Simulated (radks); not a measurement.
The numbers below are computed, except where a source is named.
Se2+, configuration [Ar] 3d10 4s2 4p2. Level of theory: Dirac Kohn-Sham, PBE, spin-unpolarised, spherical densities, point nucleus; open shells are shared between the two j in proportion to 2j + 1 (a radial shooting solver on a logarithmic mesh with Libxc functionals).

Unscreened Slater integrals over Kohn-Sham orbitals (eV). Large and small components are both included.

| integral | value |
|---|---|
| F0(4p3/2,4p3/2) | 12.282 |
| F2(4p3/2,4p3/2) | 6.4846 |
| F0(4p3/2,4p1/2) | 12.376 |
| G2(4p3/2,4p1/2) | 6.5278 |
| F0(4p3/2,4s1/2) | 13.231 |
| G1(4p3/2,4s1/2) | 8.7921 |
| F0(4p3/2,3d5/2) | 15.920 |
| F2(4p3/2,3d5/2) | 3.3333 |
| G1(4p3/2,3d5/2) | 1.1611 |
| G3(4p3/2,3d5/2) | 1.0535 |
| F0(4p1/2,4p1/2) | 12.472 |
| F0(4p1/2,4s1/2) | 13.353 |
| G1(4p1/2,4s1/2) | 8.9529 |
| F0(4p1/2,3d5/2) | 16.147 |
| G3(4p1/2,3d5/2) | 1.0951 |
| F0(4s1/2,4s1/2) | 14.487 |
| F0(4s1/2,3d5/2) | 18.409 |
| G2(4s1/2,3d5/2) | 1.6810 |
| F0(3d5/2,3d5/2) | 39.722 |
| F2(3d5/2,3d5/2) | 18.857 |
| F4(3d5/2,3d5/2) | 11.829 |
